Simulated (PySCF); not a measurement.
## Frontier levels across methods

Species: C7H9N.
Cartesian coordinates in Å at the PBE0-D3(BJ)/def2-SVP level; atoms count from 1:
```xyz
17
C7H9N angstrom
C     -2.5549   -0.6669    0.4592
C     -1.6615   -0.1905   -0.6799
C     -0.2247   -0.0436   -0.2579
C      0.4374    1.1891   -0.3068
C      1.7644    1.2627    0.1071
C      2.3908    0.1051    0.5591
C      1.6474   -1.0753    0.5734
N      0.3818   -1.1515    0.1798
H     -3.5888   -0.8231    0.1168
H     -2.1721   -1.6159    0.8618
H     -2.5747    0.0650    1.2817
H     -1.6968   -0.9264   -1.5010
H     -2.0265    0.7643   -1.0893
H     -0.0873    2.0770   -0.6672
H      2.3022    2.2139    0.0776
H      3.4301    0.1114    0.8939
H      2.1055   -2.0088    0.9223
```

Basis pcSseg-1 throughout (PySCF), one geometry. Isolated species at its PBE0-D3(BJ)/def2-SVP geometry (one conformer only).

How do the orbital energies, the gap and the dipole change with the method?

```json
{"method": "BLYP", "kind": "GGA", "HOMO (eV)": "-5.62", "LUMO (eV)": "-1.51", "gap (eV)": "4.11", "μ (D)": "1.73", "SCF cycles": "15"}
{"method": "OPBE", "kind": "GGA", "HOMO (eV)": "-5.71", "LUMO (eV)": "-1.58", "gap (eV)": "4.13", "μ (D)": "1.69", "SCF cycles": "15"}
{"method": "BP86", "kind": "GGA", "HOMO (eV)": "-5.86", "LUMO (eV)": "-1.78", "gap (eV)": "4.09", "μ (D)": "1.73", "SCF cycles": "15"}
{"method": "KT3", "kind": "GGA", "HOMO (eV)": "-5.94", "LUMO (eV)": "-1.60", "gap (eV)": "4.35", "μ (D)": "1.67", "SCF cycles": "16"}
{"method": "KT2", "kind": "GGA", "HOMO (eV)": "-5.97", "LUMO (eV)": "-1.64", "gap (eV)": "4.33", "μ (D)": "1.68", "SCF cycles": "15"}
{"method": "B3LYP", "kind": "global hybrid", "HOMO (eV)": "-7.04", "LUMO (eV)": "-0.94", "gap (eV)": "6.11", "μ (D)": "1.79", "SCF cycles": "14"}
{"method": "PBE0", "kind": "global hybrid", "HOMO (eV)": "-7.31", "LUMO (eV)": "-0.75", "gap (eV)": "6.56", "μ (D)": "1.79", "SCF cycles": "14"}
{"method": "BHandHLYP", "kind": "global hybrid", "HOMO (eV)": "-8.14", "LUMO (eV)": "0.33", "gap (eV)": "8.47", "μ (D)": "1.85", "SCF cycles": "13"}
{"method": "LC-wPBE", "kind": "range-separated hybrid", "HOMO (eV)": "-9.87", "LUMO (eV)": "1.38", "gap (eV)": "11.26", "μ (D)": "1.85", "SCF cycles": "13"}
```

The HOMO spans 4.25 eV, from BLYP down to LC-wPBE, and the gap runs from 4.09 eV (BP86) to 11.26 eV (LC-wPBE). Over the methods BLYP (0 %), OPBE (0 %), BP86 (0 %), KT3 (0 %), KT2 (0 %), B3LYP (20 %), PBE0 (25 %), BHandHLYP (50 %), a straight line through the gap against the share of exact exchange rises by 0.87 eV for each 10 % (correlation coefficient 0.997). The dipole ranges from 1.67 D (KT3) to 1.85 D (BHandHLYP). This basis has no diffuse functions.
